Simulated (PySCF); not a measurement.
A structure optimised at PBE-D3(BJ)/def2-TZVPD, used in a PySCF frequency run:

```xyz
2

Cs     0.0000     0.0000    -1.2090
Br     0.0000     0.0000     1.8999
```
Charge 0, spin multiplicity 1.

Write its SMILES, formula and point group.

[Br][Cs], BrCs, C∞v

What are its rotational constants (standard atomic weights)?

1.0478 GHz (linear rotor, B only)
